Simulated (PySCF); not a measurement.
Compound: C4H5ClOSi.
Atom-mapped SMILES: `[CH2:1]=[C:2]([SiH3:3])[C:4]([Cl:5])=[C:6]=[O:7]` (hydrogens: H8, H9 on C1; H10, H11, H12 on Si3)

Method: PBE0-D3(BJ)/def2-SVP geometry optimisation, gas phase (PySCF).

List the bond lengths, angles and torsions at this level.

| bond | length (pm) | order |
| --- | --- | --- |
| C1=C2 | 134.7 | double |
| C2–Si3 | 188.7 | single |
| C2–C4 | 145.7 | single |
| C4–Cl5 | 174.7 | single |
| C4=C6 | 133.3 | double |
| C6=O7 | 115.9 | double |
| C1–H8 | 109.5 | single |
| C1–H9 | 109.2 | single |
| Si3–H10, Si3–H11, Si3–H12 | 149.3 | single |

Bonds in one row agree within 1 pm and their mean is given. Orders are formal, as drawn. A selection of angles:
| angle | degrees |
| --- | --- |
| C2–C1–H8 | 121.7 |
| C2–C1–H9 | 121.0 |
| H8–C1–H9 | 117.4 |
| C1–C2–Si3 | 119.0 |
| C1–C2–C4 | 121.8 |
| Si3–C2–C4 | 119.3 |
| C2–Si3–H10 | 110.3 |
| C2–Si3–H11 | 108.2 |
| H10–Si3–H11 | 110.2 |
| H10–Si3–H12 | 107.6 |
| C2–C4–Cl5 | 121.8 |
| C2–C4–C6 | 124.6 |
| Cl5–C4–C6 | 113.5 |
| C4–C6–O7 | 179.6 |

Torsions: C1–C2–C4–Cl5 -1° (synperiplanar).

Of the pairs four or more bonds apart, Cl5···H8 is among the closest relative to their van der Waals radii: 2.68 Å, 91 % of the sum of Bondi's values. The C–C distances run from 1.333 Å (C4=C6, drawn double) to 1.457 Å (C2–C4, drawn single), a spread of 0.124 Å. Si3 (SiH3 silicon) is tetrahedral (angles from 107.6° to 110.3°). The 7 heavy atoms lie in one plane (0.010 Å rms).

Point group: Cs (every atom within 0.08 Å of its image). Whether it is a minimum is left open (no frequencies). One conformer, not necessarily the lowest.
